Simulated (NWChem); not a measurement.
Species: HgI, doublet; SMILES [I][Hg]

```xyz
2

Hg     0.0000     0.0000    -1.1261
I      0.0000     0.0000     1.6998
```
Atoms are numbered in this order, from 1.

Computed with NWChem. Spin-unrestricted. Structure relaxed at the PBE0/def2-SVP, spin-unrestricted level. The spin multiplicity was typed, not searched, and may not be the lowest. No stability test was run on the SCF state. def2 effective core potentials on I, Hg; no spin-orbit coupling.

For level B97-2/def2-SVP:

```yaml
highest occupied level (eV): -6.59
lowest empty minus highest occupied level, either spin (eV): 1.93
dipole (D): 2.42
```

Problem. Estimate the same quantities for level MPW1K/def2-SVP.

Solution. The highest occupied level (eV) comes out as -7.58 and the lowest empty minus highest occupied level, either spin (eV) is 3.63. The dipole (D) is 2.73.
